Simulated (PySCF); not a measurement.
Precursor series Zr Cl-NH2. Isolated molecules, 0 K electronic values unless said otherwise. One relaxed conformer stands for each flexible species; it need not be the lowest.

Method: PBE-D3(BJ)/def2-TZVP // TPSS-D3(BJ)/def2-SVP run with PySCF 2.14.0. 

```csv
species,HOMO (eV),mean distance from the central atom to its bonded neighbours (Å),HOMO–LUMO gap (eV)
0 of 4 Cl replaced by NH2,-8.34,2.337,4.77
1 of 4 Cl replaced by NH2 ([Zr(Cl)3(NH2)]),-7.02,2.272,3.89
2 of 4 Cl replaced by NH2 ([Zr(Cl)2(NH2)2]),-6.41,2.205,3.75
3 of 4 Cl replaced by NH2 ([Zr(Cl)(NH2)3]),-5.97,2.134,4.55
4 of 4 Cl replaced by NH2,-5.34,2.063,4.46
```
